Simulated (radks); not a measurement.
Problem. Species: Ho. Configuration: [Xe] 4f11 6s2. All-electron calculation, scalar-relativistic Kohn-Sham, r2SCAN, spin-polarised, spherical densities, finite nucleus; open shells are filled with parallel spins first (spin-orbit coupling, left out, can overturn this in heavy ions); meta-GGA in the generalised Kohn-Sham scheme; Fermi nuclear charge, rms radius 5.2022 fm. Program: a radial shooting solver on a logarithmic mesh with Libxc functionals. Some entries of the table are withheld. Estimate them.

orbital  occ.  eigenvalue (eV)  <r^2> (bohr^2)
1s up       1        -55568.17       0.0005884
1s down     1        -55568.17       0.0005884
2s up       1        -9317.494        0.009167
2s down     1        -9317.492        0.009167
2p up       3        -8251.350        0.007443
2p down     3        -8251.340        0.007443
3s up       1        -2090.265         0.06024
3s down     1        -2088.660         0.06019
3p up       3        -1762.800         0.06064
3p down     3        -1761.194         0.06057
3d up       5        -1346.904         0.05077
3d down     5        -1345.668         0.05069
4s up       1        -418.8657          0.3040
4s down     1        -415.3678          0.3041
4p up       3        -310.5975          0.3442
4p down     3        -307.1143          0.3443
4d up       5        -163.7191          0.4131
4d down     5        -160.2390          0.4141
5s up       1         -52.6879           1.828
5s down     1         -51.1198           1.869
5p up       3         -27.3717             (1)
5p down     3         -26.3424             (2)
4f up       7          -4.4500          0.9564
6s up       1          -3.9311           18.96
6s down     1          -3.8211           19.74
4f down     4          -1.4274           1.143

Solution. 
(1) 5p up <r^2> (bohr^2): 2.590
(2) 5p down <r^2> (bohr^2): 2.662
